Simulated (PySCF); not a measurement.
# Nonlinear optical response: SMILES c12c([SiH3])cccc1n[se]n2, C₆H₆N₂SeSi

Geometry:
```
atom   x (Å)   y (Å)   z (Å)
 Si1   2.171   0.751  -0.422
  C2   0.461  -0.009  -0.252
  C3   0.230  -1.363  -0.213
  C4  -1.085  -1.918  -0.084
  C5  -2.196  -1.128   0.009
  C6  -2.030   0.292  -0.024
  N7  -3.016   1.171   0.057
 Se8  -2.273   2.782  -0.033
  N9  -0.611   2.170  -0.181
 C10  -0.687   0.849  -0.157
 H11   3.153  -0.373  -0.497
 H12   2.495   1.608   0.756
 H13   2.269   1.573  -1.665
 H14   1.073  -2.056  -0.282
 H15  -1.192  -3.005  -0.061
 H16  -3.200  -1.541   0.107
```

Level of theory: quadratic response CAM-B3LYP/aug-cc-pVDZ first hyperpolarisability, Taylor convention, gas phase (PySCF 2.14.0). Geometry: PBE0-D3(BJ)/def2-SVP.

The calculation is non-relativistic, which matters for the atoms heavier than Zn.

**Question.** What is the first hyperpolarisability, and how does it disperse?

**Answer.** In au, Taylor convention; the vector part is βᵢ = ⅓ Σⱼ (βᵢⱼⱼ + βⱼᵢⱼ + βⱼⱼᵢ); β∥ is 3/5 of the vector part along the dipole, the dipole points from − to +:
| process | λ (nm) | β vector norm | β∥ | β HRS | depolarisation ratio |
| --- | --- | --- | --- | --- | --- |
| static β(0;0,0) | ∞ | 142.7 | 39.2 | 80.9 | 2.63 |
| second harmonic β(−2ω;ω,ω) | 1907 | 146.7 | 37.2 | 84.2 | 2.57 |
| Pockels β(−ω;ω,0) | 1907 | 144.0 | 38.6 | – | – |
| second harmonic β(−2ω;ω,ω) | 1064 | 154.4 | 29.6 | 93.2 | 2.11 |
| Pockels β(−ω;ω,0) | 1064 | 147.0 | 37.0 | – | – |

**Question.** Which lowest excitations, dipole and polarisabilities go with it?

**Answer.** S1 3.81 eV (f = 0.074); S2 4.22 eV (f = 0.259); S3 4.44 eV (f = 0.000); dipole 1.26 D; isotropic α 140.1 au static, 140.9 au at 1907 nm, 142.9 au at 1064 nm, 143.6 au at 953.5 nm, 153.3 au at 532 nm.
